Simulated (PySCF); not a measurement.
Geometry:
```csv
atom,x (Å),y (Å),z (Å)
Al1,0.356,1.444,-0.751
Cl2,2.307,0.995,-0.133
Cl3,-0.003,3.199,-1.816
S4,-1.270,0.102,-0.315
C5,-0.430,-1.247,0.595
H6,0.653,-1.085,0.668
H7,-0.620,-2.189,0.064
H8,-0.856,-1.303,1.604
```

How the numbers were obtained: PBE0-D3(BJ)/def2-SVP structure, NMR shieldings at B3LYP/pcSseg-1 (pcSseg-2 on Al)/GIAO, in PySCF 2.14 (one computed conformer, in vacuum, relativity neglected, averaged over atoms made equivalent by symmetry, fast rotation or ring inversion).

Chemical shifts δ = σref − σ; TMS for 13C, 1H; 27Al vs [Al(H2O)6]3+; 35Cl vs HCl; CS2 for 33S, all at this level.

| atoms | nucleus | count | δ (ppm) |
| --- | --- | --- | --- |
| H6/H7/H8 | 1H | 3 | 2.22 |
| C5 | 13C | 1 | ? |
| Al1 | 27Al | 1 | 202.8 |
| Cl2/Cl3 | 35Cl | 2 | ? |
| S4 | 33S | 1 | -152 |

Question: Complete the table.

Answer: 
- C5: 13.6 ppm, carbon bonded to S, 3 H
- Cl2/Cl3: 10 ppm, chlorine bonded to Al

Shifts are as computed, not scaled to solution data. Of 1309 compounds with measured shifts, 239 miss one by over three times the rms of a fit or turn the order of signals round; such compounds aren't used in these exercises. The averaged Cl atoms aren't alike in the static structure (σ from 912 to 928 ppm); the average presumes fast exchange among these sites.
